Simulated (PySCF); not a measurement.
How the method changes the constants of NaSe

State: ²Π (doublet), unpaired electrons π ↑. Set-up: Na pcseg-1, Se pcseg-1; no relativity (PySCF 2.14). De refers to Na + Se in their high-spin ground configurations, without counterpoise correction. The functionals are run spin-unrestricted. A positive dipole means Na(−)Se(+).

```tsv
Level	Re (Å)	ωe (cm⁻¹)	De (eV)	μ (D)
UHF	2.641	270	1.40	-9.35
UHF-MP2	2.647	266	2.05	n/a
UHF-SCS-MP2	2.649	265	2.02	n/a
UHF-CCSD	2.650	265	2.01	n/a
UHF-CCSD(T)	2.652	263	2.03	n/a
LDA	2.577	274	2.71	-7.51
PBE	2.624	262	2.37	-7.62
r²SCAN	2.617	269	2.45	-8.47
r²SCANh	2.613	271	2.42	-8.58
PBE0	2.610	271	2.34	-8.29
M06	2.613	267	2.56	-8.73
HSE06	2.613	269	2.36	-8.23
```

Q: Which functional lies closest to UHF-CCSD(T) in De, which farthest, and by how much do they differ from it?

A: Closest is PBE0 (-4.2 pm in Re, +3.0 % in ωe, +0.31 eV in De against UHF-CCSD(T) in the same basis), farthest LDA (-7.5 pm in Re, +4.2 % in ωe, +0.68 eV in De). CCSD(T) converges more slowly with the basis than the functionals do and binds too weakly in this one, so the order can change at the basis-set limit.

Q: What does a quarter of exact exchange do here, going from PBE to PBE0?

A: PBE0 less PBE: -1.4 pm in Re, +3.4 % in ωe, -0.03 eV in De. Exact exchange removes part of the self-interaction that spreads semilocal densities, and in most molecules shortens and stiffens the bond and lowers De; so it does here.

Q: What does the step from GGA to meta-GGA do here, going from PBE to r²SCAN?

A: r²SCAN less PBE: -0.7 pm in Re, +2.7 % in ωe, +0.08 eV in De. 

Correlated steps freeze 10 core orbitals. Correlated levels converge slowly with the basis: in double zeta they bind strong bonds too weakly, by up to about 1 eV, and carry superposition errors of some tenths. Spin–orbit coupling is left out. Counting both spins, an empty level lies below a filled one in some of these solutions, because spin and occupation are held. The state was picked by a PBE0 search and need not be the measured ground state.
